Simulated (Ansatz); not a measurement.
Isolated molecules relaxed with PBE0-D4/def2-TZVP in Ansatz; ΔE leaves out vibrations. CCSD(T)/CBS is the MP2 limit (def2-TZVPP, def2-QZVPP) plus CCSD(T) − MP2 in def2-TZVPP, frozen cores. One conformer a species, not always the lowest.

Reaction (isomerisation): `COC(=O)C1CCC1` → `CC(=O)C(C)C(C)=O`

```json
{"species": "`COC(=O)C1CCC1`", "CCSD(T)/CBS(def2) energy (Eh)": "-384.66301"}
{"species": "`CC(=O)C(C)C(C)=O`", "CCSD(T)/CBS(def2) energy (Eh)": "-384.68313"}
```

Q: Work out ΔE.

A: ΔE = (-384.68313) − (-384.66301) = -0.02012 Eh = -52.8 kJ/mol.

Largest T1 diagnostic among the species: 0.014.

In def2-TZVPP, CCSD(T) changes the Hartree–Fock value by +4.9 kJ/mol (the triples alone add −1.9 kJ/mol) and MP2 by +7.9 kJ/mol. The D4 term adds −5.1 kJ/mol with B3LYP and −3.1 kJ/mol with PBE0; it sums over pairs of atoms, weighted by their polarisabilities, and B3LYP, whose exchange is more repulsive, gets the larger term.

B3LYP here is the variant with VWN-RPA as its local correlation; programs differ in this.
